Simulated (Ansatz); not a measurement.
`[F][Al]([Cl])[Cl]` and `C[CH2][Al]([Cl])[Cl]` differ in one atom or group.

Ansatz, PBE0-D4/def2-TZVP geometries, multiplicity 1. Each molecule was computed in one conformer, which needn't be the lowest.

```tsv
property	`[F][Al]([Cl])[Cl]`
size of the dipole moment (PBE/def2-TZVPP) / D	0.45
ideal-gas entropy at 298 K and 1 bar (rigid rotor, harmonic PBE0-D4/def2-TZVP) / J/(mol·K)	311
HOMO energy (ωB97M-V/def2-TZVPP) / eV	-11.89
LUMO energy (PBE/def2-TZVPP) / eV	-2.17
HOMO energy (PBE0/def2-TZVPP) / eV	-9.63
HOMO–LUMO gap (ωB97M-V/def2-TZVPP) / eV	12.30
```

Task: Give the same properties after the change, and the shifts. (Estimate.)

Result: The calculation gave: 
| property | `C[CH2][Al]([Cl])[Cl]` | shift |
| --- | --- | --- |
| size of the dipole moment (PBE/def2-TZVPP) / D | 2.10 | 1.65 |
| ideal-gas entropy at 298 K and 1 bar (rigid rotor, harmonic PBE0-D4/def2-TZVP) / J/(mol·K) | 377 | 66 |
| HOMO energy (ωB97M-V/def2-TZVPP) / eV | -10.50 | 1.39 |
| LUMO energy (PBE/def2-TZVPP) / eV | -1.65 | 0.52 |
| HOMO energy (PBE0/def2-TZVPP) / eV | -8.31 | 1.32 |
| HOMO–LUMO gap (ωB97M-V/def2-TZVPP) / eV | 11.28 | -1.02 |

With PBE0 the HOMO rises by 1.32 eV and the LUMO rises by 0.44 eV, so the gap narrows by about 0.88 eV. PBE moves the HOMO by 1.14 eV and ωB97M-V by 1.39 eV. The zero-point energy changes by 163.1 kJ/mol with +18 modes. Dipoles are sizes alone; their direction can turn. Modes under 60 cm⁻¹, often nearly free rotors, make the harmonic entropy too high.
